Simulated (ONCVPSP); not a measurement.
## Reading a pseudo-wave (P (Z = 15))

Columns: radius, all-electron u(r) and pseudo u(r) of the 2s shell (level -173.06 eV) of phosphorus in the configuration [He] 2s2 2p6 3s2 3p3; PBE, non-relativistic, ONCV scheme, ONCVPSP 4.0.1.

```csv
r (bohr),all-electron,pseudo
0.045,-0.6542,0.2176
0.090,-0.5042,0.4305
0.135,-0.0758,0.6339
0.180,0.3861,0.8223
0.225,0.7817,0.9902
0.270,1.0798,1.1323
0.315,1.2797,1.2436
0.360,1.3940,1.3207
0.405,1.4394,1.3622
0.450,1.4333,1.3691
0.495,1.3896,1.3444
0.540,1.3205,1.2931
0.585,1.2356,1.2218
0.630,1.1419,1.1364
0.675,1.0447,1.0433
0.720,0.9479,0.9478
0.765,0.8542,0.8542
0.810,0.7652,0.7652
0.855,0.6820,0.6820
0.900,0.6053,0.6053
0.945,0.5351,0.5351
0.990,0.4716,0.4716
1.035,0.4144,0.4144
1.080,0.3634,0.3634
1.125,0.3179,0.3179
1.170,0.2777,0.2777
```

Problem. How many radial nodes do the two functions have?

Solution. The all-electron 2s function has n − l − 1 = 1; the pseudo-wave has 0, since the states of the same l below it are removed with the core.

Problem. At about which radius was the pseudo-wave matched?

Solution. 0.75 bohr, where the columns begin to agree (steps of 0.04 bohr).

Problem. Is the pseudo-wave norm-conserving?

Solution. Yes: the ONCV scheme keeps the norm inside the radius equal to the all-electron one, which fixes the energy derivative of the logarithmic derivative at the level.
